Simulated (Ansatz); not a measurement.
Ti6⁺, relaxed as a doublet with UKS PBE-D4/def2-SVP in Ansatz, starting from the GFN2-xTB geometry. Force threshold 0.02 eV/Å.

The charge 1 doublet is spin-contaminated (final ⟨S²⟩ up to 2.29, 0.75 for a pure state). The structure comes from a short search, and lower isomers may exist.

Start:

```xyz
6

Ti    1.114   -2.205    0.461
Ti   -1.116    2.203   -0.462
Ti    0.522    0.742    2.343
Ti   -2.194   -0.940    0.785
Ti    2.193    0.942   -0.784
Ti   -0.519   -0.742   -2.343
```

**Question.** Estimate the energy that the relaxation releases and the steps that it takes.

**Answer.** 7.01 eV, in 12 steps; 6.1 min on 4 threads of Arm Neoverse V2 on a shared host. The force fell under the threshold at step 7, but the optimiser went on. No frequencies were taken in this run, so the end may be a saddle point.

**Question.** Does the start keep its bonding and symmetry?

**Answer.** Bonds formed: Ti1–Ti2, Ti3–Ti6, Ti4–Ti5 (atoms count from 1). Point group Oh at the start, Ci at the end, both within 0.05 Å; within 0.015 Å the end is Cs.

**Question.** Predict the relaxed structure.

**Answer.** 
Cartesian coordinates in Å:
```
Ti 0.782 -1.590 0.393
Ti -0.782 1.597 -0.407
Ti 0.357 0.480 1.811
Ti -1.560 -0.700 0.637
Ti 1.566 0.703 -0.641
Ti -0.363 -0.489 -1.794
```
Bond lengths (bridged metal pairs left out): 15 × Ti–Ti 2.52 to 3.80 Å.
